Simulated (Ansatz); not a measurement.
`CC(F)=C=C[SiH3]` + dimethylamine → `CN(C)[SiH3]` + `C=C=C(C)F`  (ligand exchange at the Si–C bond)

Gas-phase electronic energies from Ansatz, PBE0-D4/def2-TZVP geometries. CCSD(T)/CBS is the MP2 limit (def2-TZVPP, def2-QZVPP) plus CCSD(T) − MP2 in def2-TZVPP, frozen cores. Functionals use def2-TZVPP. B3LYP here is the variant with VWN-RPA as its local correlation; programs differ in this.

```
             level  ΔE (kJ/mol)  difference from CCSD(T)/CBS
            PBE-D4        -30.5                          6.1
         r2SCAN-D4        -34.0                          2.6
           PBE0-D4        -32.3                          4.3
          B3LYP-D4        -37.6                         -1.0
           ωB97X-V        -36.6                          0.0
           ωB97M-V        -37.4                         -0.8
            B2PLYP        -35.7                          0.9
              PBE0        -30.4                          6.2
             B3LYP        -33.8                          2.8
CCSD(T)/def2-TZVPP        -36.7                         -0.1
     HF/def2-QZVPP        -38.1                         -1.5
    MP2/def2-QZVPP        -37.9                         -1.3
SCS-MP2/def2-QZVPP        -38.2                         -1.6
      HF/CBS(def2)        -38.2                         -1.6
     MP2/CBS(def2)        -37.7                         -1.1
    CCSD/CBS(def2)        -37.3                         -0.7
       CCSD(T)/CBS        -36.6                            0
```

Largest T1 diagnostic among the species: 0.012.

The D4 term adds −3.8 kJ/mol with B3LYP and −1.9 kJ/mol with PBE0; it sums over pairs of atoms, weighted by their polarisabilities, and B3LYP, whose exchange is more repulsive, gets the larger term.
